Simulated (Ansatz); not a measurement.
Mulliken charges of CH6O2Sn (`OC[O][SnH3]`) from PBE/def2-TZVPP in Ansatz (PBE0-D4/def2-TZVP geometry).

| atom | x (Å) | y (Å) | z (Å) | charge (e) |
| --- | --- | --- | --- | --- |
| O1 | 0.093 | 2.410 | 0.220 | -0.298 |
| C2 | 0.211 | 1.057 | 0.509 | 0.066 |
| O3 | -0.107 | 0.303 | -0.620 | -0.471 |
| Sn4 | -0.040 | -1.667 | -0.549 | 0.694 |
| H5 | -0.798 | 2.556 | -0.113 | 0.187 |
| H6 | 1.256 | 0.914 | 0.817 | 0.084 |
| H7 | -0.449 | 0.778 | 1.352 | 0.069 |
| H8 | -1.136 | -2.169 | 0.660 | -0.115 |
| H9 | -0.508 | -2.125 | -2.114 | -0.102 |
| H10 | 1.562 | -2.109 | -0.158 | -0.113 |

Problem. By hand: the dipole of these point charges (1 e Å = 4.8032 D).

Solution. Σ q r = (-0.060, -0.635, 0.177) e Å, of length 0.662 e Å = 3.18 D.

Problem. How does the dipole of the full density compare? (Estimate.)

Solution. Ansatz gave: (-0.192, -0.437, 0.072) e Å, 2.32 D; the point charges give 1.37 times that, at 19° from its direction.

Point charges leave out the atoms' own dipoles, such as those of lone pairs, and Mulliken's split depends on the basis, so the two needn't agree.
